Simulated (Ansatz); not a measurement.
Br$_{2}$Zn, charge +1, doublet, at a GFN2-xTB geometry (such geometries of metal compounds can be far from the true shape) (a state made from the parent by changing its charge; the spin is typed, not shown lowest); CAM-B3LYP/3-21G in Ansatz (a quantum-chemistry and plane-wave program).

The Ansatz input:
Ansatz 0.2 input:
```yaml
crystal:
  periodic: [false, false, false]
  atoms:
    - {symbol: Zn, position_ang: [0.00000000, 0.00000000, 0.00000000]}
    - {symbol: Br, position_ang: [-0.00000000, -0.00000000, -2.37688728]}
    - {symbol: Br, position_ang: [0.00000000, 0.00000000, 2.37688728]}
basis:
  gaussian:
    orbitals: 3-21G.json
    point_charges:
      - {charge: 0.5, position_ang: [-2.7177, -3.1959, -3.3633]}
hamiltonian:
  xc: cam_b3lyp
total_charge: 1
magnetization: {spin_polarized: true, initial_magnetization: 1}
```
The basis file holds 3-21G in the JSON format of the Basis Set Exchange.

It wrote (shortened):

```
Functional definition: CAM-B3LYP
631 factors; integrals over basis functions are off by at most 9.4e-4 eV
175 factors; integrals over basis functions are off by at most 1.8e-4 eV
mean field evaluation 1: about -187589.7218 eV, gradient 5.5e1 eV
mean field evaluation 2: about -187577.7866 eV, gradient 9.6e1 eV
mean field evaluation 4: about -187601.5636 eV, gradient 1.0e1 eV
mean field evaluation 8: about -187602.2320 eV, gradient 1.6e-1 eV
mean field evaluation 16: about -187602.2588 eV, gradient 5.5e-3 eV
mean field evaluation 32: about -187602.2592 eV, gradient 8.9e-6 eV
mean field -187602.25918094 eV, -6894.2558635211 hartree, gradient 8.9e-6 eV, S^2 0.758194; 6 other end points of the search recorded, 0 dependent functions left out
reference -187602.25929772 eV, -6894.2558678127 hartree; 50, 49 occupied and 25, 26 virtual orbitals, 631 factors
Total energy: -187602.25929772 eV, -6894.2558678127 hartree
```
